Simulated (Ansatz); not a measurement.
`C[O][Hf]([F])([SeH])[O]C`. The species carries charge 0 and has multiplicity 1. Hf: def2 effective core potential.

Cartesian coordinates in Å:
```
C 0.9769 -2.5092 0.4205
O 0.8247 -1.1326 0.5466
Hf 0.4750 0.7355 0.6015
F 2.1587 1.6531 0.5776
Se -0.8816 1.2918 2.7583
O -0.6206 1.3278 -0.8319
C -1.3677 1.6253 -1.9683
H 0.4490 -3.0236 1.2293
H 0.5706 -2.8567 -0.5346
H 2.0360 -2.7804 0.4676
H 0.0954 0.5467 3.5691
H -1.3837 2.7058 -2.1379
H -2.3971 1.2751 -1.8481
H -0.9356 1.1414 -2.8495
```

(1) What are the harmonic wavenumbers in cm⁻¹ at PBE0-D4/def2-TZVP (Ansatz, finite differences of forces, unscaled)? (Estimate.)

Answers

(1) Ansatz gave: 28i, 42, 50, 54, 56, 81, 93, 122, 149, 191, 196, 214, 249, 451, 503, 513, 623, 1181, 1182, 1182, 1184, 1215, 1250, 1478, 1480, 1490, 1491, 1492, 1493, 2422, 3022, 3026, 3094, 3097, 3099, 3102.
